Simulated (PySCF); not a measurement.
Atoms are numbered as in `[CH2:1]=[C:2]([CH3:3])[CH2:4][C:5](=[O:6])[C:7](=[CH2:8])[SiH2:9][NH2:10]`; H(Xn) means a hydrogen on atom n. Ha(C1) is cis to C3; Ha(C8) is cis to C5; Hb(C1) is trans to C3; Hb(C8) is trans to C5.

Method: GFN2-xTB geometry, NMR shieldings at PBE0/pcSseg-1/GIAO, in PySCF 2.14 (one averaged value for each set of equivalent atoms, non-relativistic, one computed conformer, no solvent).

δ = σ(ref) − σ, references computed at the same level: 13C (σref 186.93), 1H (σref 31.72), 29Si (σref 349.16) vs TMS; H2O for 17O (σref 336.08); 15N (σref 267.73) vs NH3.

```csv
atoms,nucleus,count,Hirshfeld charge,δ (ppm)
H(C3),1H,3,0.04,?
C4,13C,1,-0.08,?
C8,13C,1,-0.07,134.0
H(N10),1H,2,0.11,?
N10,15N,1,-0.32,?
Hb(C1),1H,1,0.04,5.06
C5,13C,1,0.17,216.8
H(C4),1H,2,0.05,?
Ha(C1),1H,1,0.04,5.30
Hb(C8),1H,1,0.05,5.95
H(Si9),1H,2,-0.09,5.16
Ha(C8),1H,1,0.05,6.22
C2,13C,1,0.01,150.0
Si9,29Si,1,0.37,-44.7
C1,13C,1,-0.12,120.1
C7,13C,1,-0.09,161.0
O6,17O,1,-0.21,?
C3,13C,1,-0.12,26.9
```

Task: Fill in the missing shifts.

Result: 
- C4: 56.3 ppm, sp3 CH2 α to a carbonyl; the adjacent C=O deshields it moderately
- H(C4): 3.38 ppm, hydrogen on an sp3 CH2 α to a carbonyl
- H(C3): 2.05 ppm, hydrogen on an allylic methyl carbon; allylic position
- H(N10): 0.38 ppm, hydrogen on a nitrogen bonded to Si; exchangeable, gas-phase position
- O6: 644.6 ppm, ketone oxygen
- N10: 6.3 ppm, nitrogen bonded to Si, 2 H

OH/NH shifts are gas-phase values; hydrogen bonding in solution moves them, usually downfield. Shifts are as computed. Against solution values, carbons near 30 ppm lie about +3 ppm off and those near 130 ppm about +5 ppm. Of 1309 compounds with measured shifts, 239 miss one by over three times the rms of a fit or turn the order of signals round; such compounds aren't used in these exercises. Unscaled 17O shifts of doubly bonded oxygen tend to come out too high, by tens of ppm or more. Experimental scales use liquid or dissolved standards, which lie at an offset from isolated NH3 (liquid NH3: subtract about 20 ppm) and H2O (liquid H2O: subtract about 36 ppm).
